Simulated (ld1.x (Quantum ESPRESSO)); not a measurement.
Building the TM potential for zirconium (Zr) (LDA (PZ), scalar-relativistic).

Zr (Z = 40), norm-conserving Troullier–Martins (Kleinman–Bylander form), made with ld1.x (Quantum ESPRESSO) 7.5 (LDA (PZ), scalar-relativistic). Core [Ar] 3d10, reference 4s2 4p6 4d2 5s1.5 5p0 (charge +0.5). Waves: 4p (bound): rc 2.25 bohr; 4d (bound): rc 1.80 bohr; 4s (bound): rc 1.55 bohr. Local part: the s channel. Core correction: none.

Occupied shells without a wave of their own: 5s. They enter only through the test configuration that unscreens the potential.

Poles of the logarithmic derivatives, all-electron (AE) and pseudo (PS). s: poles at -4.1, 4.0 (AE) and -4.1, 3.2 (PS) Ry. p: poles at -2.3 (AE) and -2.3, 3.1 (PS) Ry. d: poles at 0.5 (AE) and 0.4, 4.6 (PS) Ry. Test radius 2.44 bohr.

* Cutoffs needed: 55 Ry and 90 Ry (the cutoffs (Ry, on a coarse ladder) from which the occupation-weighted sum of valence levels, in a spherical-Bessel basis at the reference potential, stays within 10 and 1 mRy of its value at 400 Ry)
* Ghost test: no extra level below or beside the all-electron valence levels (p, d, s, f tested) (spherical-Bessel basis up to 400 Ry, 20 bohr box)
* Largest excitation error: -794 meV (all-electron minus pseudo) for 4s2 4p6 4d1 5s0 5p0, out of 7 test configurations
